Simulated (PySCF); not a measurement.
PySCF input file for C5H9F, SMILES C[C@H](F)C1CC1, TDDFT-PBE/def2-SVPD. Geometry: B3LYP-D3(BJ)/def2-SVP. The structure was generated by enumeration; whether it is a known compound was not checked. Other conformers were not sampled.

```python
import numpy as np
from pyscf import gto, scf, dft, tdscf

mol = gto.M(
    atom='''
    C     1.87913831    0.57330316    0.42313077
    C     0.61904355   -0.27161052    0.39750499
    F     0.96784829   -1.56847134    0.01529854
    C    -0.43589094    0.24910753   -0.54054366
    C    -1.86380115   -0.19531953   -0.37979998
    C    -1.47342626    1.21615053   -0.02784714
    H     2.62732236    0.13121000    1.09786841
    H     2.31571994    0.63493717   -0.58605222
    H     1.65181536    1.59383969    0.76709212
    H     0.19120993   -0.34507889    1.41524416
    H    -0.07629224    0.40320041   -1.56419052
    H    -2.08890885   -0.88696832    0.43731594
    H    -2.45444583   -0.36343107   -1.28388544
    H    -1.43747859    1.49017945    1.03118935
    H    -1.78995774    2.02856659   -0.68693846
    ''',
    basis='def2-SVPD',
    charge=0,
    spin=0,
    max_memory=1600,
    verbose=4,
)
mf = dft.RKS(mol, xc='pbe').density_fit(auxbasis='def2-universal-jkfit')
mf.grids.level = 3
mf.conv_tol = 1e-9
mf.max_cycle = 100
mf.kernel()
mf.grids = dft.Grids(mol).set(level=1).build(with_non0tab=True)  # coarser grid for the response kernel
td = tdscf.TDDFT(mf)
td.singlet = True
td.nstates = 10
td.conv_tol = 1e-4
td.positive_eig_threshold = 1e-6
td.kernel(x0=td.get_init_guess(mf, 15))
td.analyze()
tt = tdscf.TDA(mf)
tt.singlet = False
tt.nstates = 4
tt.conv_tol = 1e-4
tt.positive_eig_threshold = 1e-6
tt.kernel(x0=tt.get_init_guess(mf, 9))
tt.analyze(verbose=3)
```

It prints:

```
PySCF version 2.14.0

[INPUT] verbose = 4
[INPUT] num. atoms = 15
[INPUT] num. electrons = 48
[INPUT] charge = 0
[INPUT] spin (= nelec alpha-beta = 2S) = 0
[INPUT] symmetry False subgroup None
[INPUT] Mole.unit = angstrom
[INPUT] Symbol           X                Y                Z      unit          X                Y                Z       unit  Magmom
[INPUT]  1 C      1.879138310000   0.573303160000   0.423130770000 AA    3.551056756078   1.083385958748   0.799601270176 Bohr   0.0
[INPUT]  2 C      0.619043550000  -0.271610520000   0.397504990000 AA    1.169822768678  -0.513269495351   0.751175564248 Bohr   0.0
[INPUT]  3 F      0.967848290000  -1.568471340000   0.015298540000 AA    1.828968198229  -2.963981266830   0.028910050706 Bohr   0.0
[INPUT]  4 C     -0.435890940000   0.249107530000  -0.540543660000 AA   -0.823714496779   0.470745007267  -1.021479475770 Bohr   0.0
[INPUT]  5 C     -1.863801150000  -0.195319530000  -0.379799980000 AA   -3.522073724149  -0.369100418479  -0.717717944315 Bohr   0.0
[INPUT]  6 C     -1.473426260000   1.216150530000  -0.027847140000 AA   -2.784372096142   2.298191427945  -0.052623467952 Bohr   0.0
[INPUT]  7 H      2.627322360000   0.131210000000   1.097868410000 AA    4.964919701346   0.247950964804   2.074670615712 Bohr   0.0
[INPUT]  8 H      2.315719940000   0.634937170000  -0.586052220000 AA    4.376076467794   1.199857357606  -1.107478190493 Bohr   0.0
[INPUT]  9 H      1.651815360000   1.593839690000   0.767092120000 AA    3.121478638750   3.011920500562   1.449594019112 Bohr   0.0
[INPUT] 10 H      0.191209930000  -0.345078890000   1.415244160000 AA    0.361334399997  -0.652104593469   2.674423861790 Bohr   0.0
[INPUT] 11 H     -0.076292240000   0.403200410000  -1.564190520000 AA   -0.144171439030   0.761938348212  -2.955891689441 Bohr   0.0
[INPUT] 12 H     -2.088908850000  -0.886968320000   0.437315940000 AA   -3.947465625680  -1.676127205966   0.826407356507 Bohr   0.0
[INPUT] 13 H     -2.454445830000  -0.363431070000  -1.283885440000 AA   -4.638230406281  -0.686785187458  -2.426191856917 Bohr   0.0
[INPUT] 14 H     -1.437478590000   1.490179450000   1.031189350000 AA   -2.716440845026   2.816031036955   1.948665454068 Bohr   0.0
[INPUT] 15 H     -1.789957740000   2.028566590000  -0.686938460000 AA   -3.382529903145   3.833435280543  -1.298125553830 Bohr   0.0

nuclear repulsion = 245.241506482831
number of shells = 85
number of NR pGTOs = 273
number of NR cGTOs = 195
basis = def2-SVPD
ecp = {}


[settings echo left out]
init E= -295.509316497253
  HOMO = -0.346459261961859  LUMO = -0.0175349757429689  gap/eV = 8.95049
cycle= 1 E= -295.117352410727  delta_E= 0.392  |g|= 0.588  |ddm|= 5.83
  HOMO = -0.173501912969817  LUMO = 0.02228459525712  gap/eV = 5.32762
cycle= 2 E= -294.988569319043  delta_E= 0.129  |g|= 0.994  |ddm|= 1.81
  HOMO = -0.256868162044322  LUMO = 0.0092805277144925  gap/eV = 7.24227
cycle= 3 E= -295.198871966282  delta_E= -0.21  |g|= 0.118  |ddm|=  1.1
  HOMO = -0.264687136418556  LUMO = 0.00603104864225079  gap/eV = 7.36662
cycle= 4 E= -295.201171077941  delta_E= -0.0023  |g|= 0.0487  |ddm|= 0.174
  HOMO = -0.262063416543743  LUMO = 0.006645805036126  gap/eV = 7.31195
cycle= 5 E= -295.201639100029  delta_E= -0.000468  |g|= 0.00675  |ddm|= 0.077
  HOMO = -0.262606300433711  LUMO = 0.00653267178673422  gap/eV = 7.32364
cycle= 6 E= -295.201646084518  delta_E= -6.98e-06  |g|= 0.00407  |ddm|= 0.0199
  HOMO = -0.262426251024967  LUMO = 0.00653737616568018  gap/eV = 7.31887
cycle= 7 E= -295.201650185715  delta_E= -4.1e-06  |g|= 0.000247  |ddm|= 0.00587
  HOMO = -0.262434058698323  LUMO = 0.00653419262037769  gap/eV = 7.31900
cycle= 8 E= -295.201650198185  delta_E= -1.25e-08  |g|= 0.0001  |ddm|= 0.000875
  HOMO = -0.262437457487192  LUMO = 0.00653431146044214  gap/eV = 7.31909
cycle= 9 E= -295.201650200098  delta_E= -1.91e-09  |g|= 4.62e-05  |ddm|= 0.000233
  HOMO = -0.2624378433929  LUMO = 0.0065335750464981  gap/eV = 7.31909
cycle= 10 E= -295.201650200659  delta_E= -5.61e-10  |g|= 5.61e-06  |ddm|= 9.69e-05
  HOMO = -0.262437909045258  LUMO = 0.00653323432436537  gap/eV = 7.31908
Extra cycle  E= -295.20165020065  delta_E= 8.53e-12  |g|= 7.86e-06  |ddm|= 2.86e-05
converged SCF energy = -295.20165020065
tot grids = 53448
Overwritten attributes  positive_eig_threshold  of <class 'pyscf.tdscf.rks.CasidaTDDFT'>


******** <class 'pyscf.tdscf.rks.CasidaTDDFT'> for <class 'pyscf.df.df_jk.DFRKS'> ********
nstates = 10 singlet
deg_eia_thresh = 1.000e-03
wfnsym = None
conv_tol = 0.0001
eigh lindep = 1e-12
eigh level_shift = 0
eigh max_cycle = 100


Excitation energies (eV)
[7.34260009 7.44947748 7.61245914 7.71966194 7.7509728  7.84025814
 7.93475333 7.97300099 8.09462924 8.21885077]

** Singlet excitation energies and oscillator strengths **
Excited State   1:      7.34260 eV    168.86 nm  f=0.0037
      24 -> 25       -0.70596
Excited State   2:      7.44948 eV    166.43 nm  f=0.0001
      23 -> 25        0.70486
Excited State   3:      7.61246 eV    162.87 nm  f=0.0067
      24 -> 26       -0.70337
Excited State   4:      7.71966 eV    160.61 nm  f=0.0013
      23 -> 26       -0.68160
      24 -> 27        0.16404
Excited State   5:      7.75097 eV    159.96 nm  f=0.0352
      23 -> 26       -0.16245
      23 -> 27        0.10604
      24 -> 27       -0.67508
Excited State   6:      7.84026 eV    158.14 nm  f=0.0091
      23 -> 27       -0.69635
      24 -> 27       -0.10335
Excited State   7:      7.93475 eV    156.25 nm  f=0.0011
      22 -> 25       -0.66148
      24 -> 28        0.22527
Excited State   8:      7.97300 eV    155.51 nm  f=0.0210
      22 -> 25       -0.21236
      24 -> 28       -0.66019
Excited State   9:      8.09463 eV    153.17 nm  f=0.0395
      23 -> 28        0.68494
Excited State  10:      8.21885 eV    150.85 nm  f=0.0097
      21 -> 25       -0.70132

** Transition electric dipole moments (AU) **
state          X           Y           Z        Dip. S.      Osc.
  1         0.1018     -0.1003      0.0165      0.0207      0.0037
  2        -0.0217      0.0110     -0.0071      0.0006      0.0001
  3         0.0740      0.0069     -0.1736      0.0357      0.0067
  4        -0.0481      0.0195      0.0626      0.0066      0.0013
  5        -0.4058     -0.1447      0.0009      0.1856      0.0352
  6        -0.0071      0.2175     -0.0151      0.0476      0.0091
  7        -0.0182     -0.0294     -0.0650      0.0054      0.0011
  8         0.1197     -0.3023     -0.0428      0.1075      0.0210
  9         0.4322     -0.0454      0.1021      0.1993      0.0395
 10         0.0356      0.2167      0.0104      0.0483      0.0097

** Transition velocity dipole moments (imaginary part, AU) **
state          X           Y           Z        Dip. S.      Osc.
  1         0.0270     -0.0280      0.0049      0.0015      0.0038
  2        -0.0019      0.0032     -0.0026      0.0000      0.0001
  3         0.0239      0.0023     -0.0495      0.0030      0.0072
  4        -0.0101      0.0031      0.0168      0.0004      0.0009
  5        -0.1219     -0.0411      0.0024      0.0165      0.0387
  6        -0.0065      0.0650     -0.0037      0.0043      0.0099
  7        -0.0060     -0.0050     -0.0176      0.0004      0.0008
  8         0.0350     -0.0959     -0.0145      0.0106      0.0242
  9         0.1383     -0.0118      0.0299      0.0202      0.0452
 10         0.0148      0.0676      0.0020      0.0048      0.0106

** Transition magnetic dipole moments (imaginary part, AU) **
state          X           Y           Z
  1        -0.0363      0.3303     -0.1014
  2        -0.0836     -0.3341      0.2533
  3        -0.1707     -0.1505      0.0168
  4         0.0839     -0.1043     -0.1075
  5         0.1294     -0.1242      0.1365
  6        -0.0666     -0.1299      0.2829
  7        -0.1636      0.1921      0.3069
  8         0.1656      0.0947     -0.1460
  9         0.2595      0.2050      0.3612
 10         0.0124      0.3355     -0.1046
Overwritten attributes  positive_eig_threshold  of <class 'pyscf.tdscf.rks.TDA'>


******** <class 'pyscf.tdscf.rks.TDA'> for <class 'pyscf.df.df_jk.DFRKS'> ********
nstates = 4 triplet
deg_eia_thresh = 1.000e-03
wfnsym = None
conv_tol = 0.0001
eigh lindep = 1e-12
eigh level_shift = 0
eigh max_cycle = 100


Excitation energies (eV)
[7.25472543 7.35996393 7.46998104 7.58521089]

** Triplet excitation energies and oscillator strengths **
Excited State   1:      7.25473 eV    170.90 nm  f=0.0000
Excited State   2:      7.35996 eV    168.46 nm  f=0.0000
Excited State   3:      7.46998 eV    165.98 nm  f=0.0000
Excited State   4:      7.58521 eV    163.46 nm  f=0.0000
```

The run converged.
